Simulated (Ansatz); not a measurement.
Steps of a relaxation of GaH6NO2Si, SMILES `[NH2][GaH][O][SiH2]O` with RKS PBE0-D4/def2-TZVP.

```sh
$ ansatz run in.yaml --threads 4 --pin off --events-out ev --progress --plain --max-ram 10444MiB
```

```yaml
crystal:
  periodic: [false, false, false]
  atoms:
    - {symbol: N, position_ang: [-0.683079, 1.402999, -1.149348]}
    - {symbol: Ga, position_ang: [1.071781, 0.971911, -0.984110]}
    - {symbol: O, position_ang: [1.355495, -0.388618, 0.195838]}
    - {symbol: Si, position_ang: [0.267048, -1.410037, 0.924120]}
    - {symbol: O, position_ang: [-1.277704, -0.717788, 1.037612]}
    - {symbol: H, position_ang: [-1.383389, 0.802784, -0.702805]}
    - {symbol: H, position_ang: [-1.071395, 2.065144, -1.821012]}
    - {symbol: H, position_ang: [2.314717, 1.644138, -1.631820]}
    - {symbol: H, position_ang: [0.779760, -1.732227, 2.302292]}
    - {symbol: H, position_ang: [0.049513, -2.653506, 0.115646]}
    - {symbol: H, position_ang: [-1.357246, -0.041699, 1.734087]}
basis:
  gaussian: {orbitals: def2-TZVP}
hamiltonian: {xc: pbe0, dispersion: d4}
relax: {f_tol: 0.005, max_steps: 150}
```

Positions (Å) and forces (eV/Å) along the path, 9 of 9 steps:

```xyz
11
step=1 energy=-65927.8721 eV
N    -0.683    1.403   -1.149   -0.415   -0.028   -0.107
Ga    1.072    0.972   -0.984   -0.065   -0.235    0.259
O     1.355   -0.389    0.196   -0.940   -0.450    0.222
Si    0.267   -1.410    0.924    0.003    0.869   -0.335
O    -1.278   -0.718    1.038    0.901    0.057    0.470
H    -1.383    0.803   -0.703    0.439    0.443   -0.352
H    -1.071    2.065   -1.821    0.250   -0.466    0.447
H     2.315    1.644   -1.632   -0.136   -0.074    0.059
H     0.780   -1.732    2.302   -0.131    0.097   -0.320
H     0.050   -2.654    0.116    0.048    0.295    0.149
H    -1.357   -0.042    1.734    0.046   -0.509   -0.492
11
step=2 energy=-65927.9365 eV
N    -0.683    1.412   -1.161   -0.086   -0.075   -0.003
Ga    1.059    0.969   -0.967   -0.006   -0.164    0.124
O     1.336   -0.389    0.199   -0.570   -0.258    0.129
Si    0.267   -1.404    0.923   -0.073    0.642   -0.218
O    -1.263   -0.724    1.065    0.604   -0.109    0.128
H    -1.390    0.817   -0.746    0.106    0.159   -0.092
H    -1.048    2.059   -1.843    0.069   -0.112    0.110
H     2.298    1.628   -1.614   -0.014    0.002    0.015
H     0.783   -1.724    2.283   -0.016   -0.002   -0.072
H     0.045   -2.625    0.108    0.022    0.062    0.033
H    -1.340   -0.075    1.773   -0.037   -0.145   -0.154
11
step=3 energy=-65927.9563 eV
N    -0.680    1.415   -1.178   -0.024   -0.110    0.095
Ga    1.050    0.946   -0.976    0.042    0.059    0.048
O     1.311   -0.384    0.206   -0.027    0.056   -0.040
Si    0.270   -1.392    0.927   -0.036   -0.063   -0.072
O    -1.250   -0.748    1.066    0.066    0.037    0.055
H    -1.403    0.883   -0.717    0.036    0.026   -0.085
H    -1.030    2.054   -1.869   -0.017    0.051   -0.033
H     2.293    1.610   -1.607    0.014   -0.015   -0.040
H     0.792   -1.718    2.277    0.022   -0.004    0.053
H     0.065   -2.609    0.112    0.010   -0.061   -0.019
H    -1.351   -0.115    1.778   -0.089    0.025    0.038
11
step=4 energy=-65927.9613 eV
N    -0.677    1.432   -1.201    0.023   -0.065    0.044
Ga    1.049    0.954   -0.983    0.019    0.052    0.038
O     1.293   -0.372    0.204   -0.026   -0.025   -0.029
Si    0.272   -1.396    0.933    0.012    0.017   -0.016
O    -1.246   -0.762    1.095   -0.051    0.004   -0.019
H    -1.409    0.906   -0.750   -0.002    0.009   -0.042
H    -1.015    2.081   -1.889   -0.009    0.017   -0.007
H     2.301    1.599   -1.615    0.003   -0.010   -0.029
H     0.812   -1.721    2.277    0.030   -0.008    0.042
H     0.069   -2.618    0.122    0.017   -0.015   -0.028
H    -1.384   -0.161    1.828   -0.014    0.023    0.046
11
step=5 energy=-65927.9629 eV
N    -0.675    1.426   -1.208   -0.006   -0.035    0.018
Ga    1.054    0.967   -0.972    0.002   -0.007   -0.028
O     1.286   -0.373    0.200    0.030    0.034   -0.029
Si    0.267   -1.392    0.934    0.010   -0.030    0.027
O    -1.248   -0.754    1.111   -0.045    0.005    0.005
H    -1.410    0.882   -0.783    0.021    0.035   -0.011
H    -1.009    2.090   -1.884   -0.005    0.002   -0.002
H     2.305    1.600   -1.619   -0.005    0.011    0.012
H     0.822   -1.725    2.272   -0.002   -0.003    0.013
H     0.062   -2.610    0.114   -0.007   -0.006   -0.005
H    -1.387   -0.167    1.856    0.006   -0.005    0.001
11
step=6 energy=-65927.9634 eV
N    -0.673    1.424   -1.219   -0.005    0.003   -0.009
Ga    1.054    0.965   -0.980    0.008   -0.001   -0.001
O     1.284   -0.373    0.195   -0.004    0.000    0.004
Si    0.267   -1.392    0.936   -0.008   -0.018   -0.020
O    -1.252   -0.759    1.115    0.010    0.000    0.006
H    -1.411    0.897   -0.781   -0.001   -0.001    0.003
H    -1.005    2.095   -1.889    0.002    0.001    0.002
H     2.307    1.604   -1.617   -0.002    0.003    0.000
H     0.825   -1.722    2.274   -0.004    0.008    0.009
H     0.062   -2.612    0.119    0.004    0.003    0.001
H    -1.393   -0.183    1.867    0.000    0.002    0.005
11
step=7 energy=-65927.9634 eV
N    -0.672    1.422   -1.229    0.001   -0.017    0.015
Ga    1.055    0.965   -0.981   -0.004    0.009   -0.003
O     1.280   -0.371    0.196   -0.001   -0.002   -0.005
Si    0.266   -1.393    0.936   -0.006   -0.003    0.004
O    -1.253   -0.762    1.121    0.000    0.003   -0.005
H    -1.409    0.899   -0.784   -0.004    0.005   -0.003
H    -1.006    2.101   -1.889    0.006    0.002   -0.006
H     2.309    1.604   -1.616    0.002    0.002   -0.001
H     0.826   -1.722    2.274    0.001    0.001    0.003
H     0.062   -2.613    0.118    0.001    0.003    0.000
H    -1.393   -0.187    1.874    0.005   -0.004    0.001
11
step=8 energy=-65927.9635 eV
N    -0.672    1.420   -1.229    0.001    0.000    0.000
Ga    1.055    0.965   -0.981   -0.005   -0.004    0.001
O     1.281   -0.374    0.193   -0.002    0.001   -0.003
Si    0.266   -1.393    0.935   -0.001    0.002    0.004
O    -1.252   -0.758    1.118    0.001    0.002    0.004
H    -1.412    0.902   -0.783    0.002   -0.002    0.001
H    -1.003    2.099   -1.891    0.001    0.002   -0.001
H     2.308    1.606   -1.615    0.002    0.003   -0.001
H     0.823   -1.718    2.275    0.000   -0.002   -0.001
H     0.062   -2.614    0.119   -0.001    0.004    0.002
H    -1.392   -0.191    1.878    0.001   -0.005   -0.006
11
step=9 energy=-65927.9635 eV
N    -0.672    1.420   -1.230    0.000    0.000    0.000
Ga    1.055    0.965   -0.981   -0.001    0.001   -0.001
O     1.281   -0.374    0.192    0.000    0.000    0.000
Si    0.266   -1.393    0.935    0.001   -0.001   -0.002
O    -1.251   -0.758    1.119    0.000    0.001    0.001
H    -1.412    0.901   -0.784    0.000    0.000   -0.001
H    -1.003    2.100   -1.891    0.000    0.000    0.000
H     2.308    1.607   -1.614    0.000    0.000    0.000
H     0.825   -1.719    2.275    0.000    0.001    0.001
H     0.061   -2.614    0.120    0.000   -0.002   -0.001
H    -1.392   -0.192    1.879   -0.001    0.001    0.001
```

Hardware: 4 threads of an Arm Neoverse V2 on a shared host. Wall time 39 s, peak host memory 0.66 GiB.
